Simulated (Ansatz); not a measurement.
The same path of AlF2HO + H2 (7 atoms, charge 0, multiplicity 1) was run 3 times with different band settings. Lost on the way: H6–H7. Made: Al1–H6, O2–H7.

Method: RKS PBE-D4/def2-SVP in Ansatz.

Relaxed end points:

```xyz
7
Properties=species:S:1:pos:R:3
Al -0.056 -0.053 0.257
O -0.057 -0.491 1.906
H -0.872 -0.711 2.382
F 1.390 0.000 -0.570
F -1.468 0.069 -0.628
H 0.248 2.138 0.483
H 0.053 1.896 1.196
```

```xyz
7
Properties=species:S:1:pos:R:3
Al 0.093 0.545 -0.100
O -0.017 0.133 1.859
H -0.897 -0.310 1.859
F 1.421 -0.335 -0.637
F -1.414 -0.229 -0.272
H 0.148 2.133 -0.130
H -0.095 0.911 2.447
```

Common settings: movable images 5; climbing image yes; optimiser quadratic models (default); start path through a guess of the saddle point; iteration limit 60; end points relaxed.

| run | spring | force threshold |
| --- | --- | --- |
| 1 | 5.0 eV/Å² | 0.05 eV/Å |
| 2 | 0.1 eV/Å² | 0.05 eV/Å |
| 3 | 5.0 eV/Å² | 0.2 eV/Å |

Task: What does each run give, and how far can it be trusted?

Result: Run 1: converged after 12 iterations, highest image 0.631 eV above the first end. A vibrational analysis at the climbing image gives one clearly imaginary mode, 1004i cm⁻¹: a first-order saddle point.
Run 2: converged after 11 iterations, highest image 0.631 eV above the first end. Another band between the same ends (5 images) ends at a top of the same energy, where a vibrational analysis finds 1 clearly imaginary mode.
Run 3: converged after 8 iterations, highest image 0.642 eV above the first end. The threshold of 0.2 eV/Å is loose, so the images may lie well off the minimum-energy path. The order of the stationary point at the top wasn't checked.
The orbitals stay closed-shell, which can raise the energy where a bond breaks towards radicals; this wasn't checked here.
